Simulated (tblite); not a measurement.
Isomers of C3H8ClNSi2. Calculated harmonic vibrations of the isolated species, GFN2-xTB (tblite), most abundant isotopes, no scaling. Against measured fundamentals such values can be off by several per cent, at times by over 20. Modes of hydrogen on silicon can be 10 to 20 % off. One conformer each.

Electronic energies: GFN2-xTB at the same geometries; isomer energies are rough at this level and their order can be wrong.

| SMILES | electronic energy, lowest = 0 (kJ/mol) |
| --- | --- |
| [H]/N=C\C(=C)[SiH2][SiH2]Cl | 0.0 |
| N#C[SiH2][SiH2]CCCl | 82.4 |
| N#C[SiH2]C[C@@H]([SiH3])Cl | 59.4 |

Q: How do GFN2-xTB zero-point energies change the relative energies?

A: 
```json
{"SMILES": "[H]/N=C\\C(=C)[SiH2][SiH2]Cl", "ZPE (kJ/mol)": "252.8", "of it from modes above 1550 cm⁻¹": "147.6", "electronic (kJ/mol)": "0.0", "with ZPE, lowest = 0 (kJ/mol)": "0.0", "lowest mode (cm⁻¹)": "11", "rings": "0"}
{"SMILES": "N#C[SiH2]C[C@@H]([SiH3])Cl", "ZPE (kJ/mol)": "246.9", "of it from modes above 1550 cm⁻¹": "135.6", "electronic (kJ/mol)": "59.4", "with ZPE, lowest = 0 (kJ/mol)": "53.4", "lowest mode (cm⁻¹)": "16", "rings": "0"}
{"SMILES": "N#C[SiH2][SiH2]CCCl", "ZPE (kJ/mol)": "254.1", "of it from modes above 1550 cm⁻¹": "138.2", "electronic (kJ/mol)": "82.4", "with ZPE, lowest = 0 (kJ/mol)": "83.7", "lowest mode (cm⁻¹)": "30", "rings": "0"}
```

The zero-point energies span 7.2 kJ/mol, from `N#C[SiH2]C[C@@H]([SiH3])Cl` to `N#C[SiH2][SiH2]CCCl`. The order is unchanged.
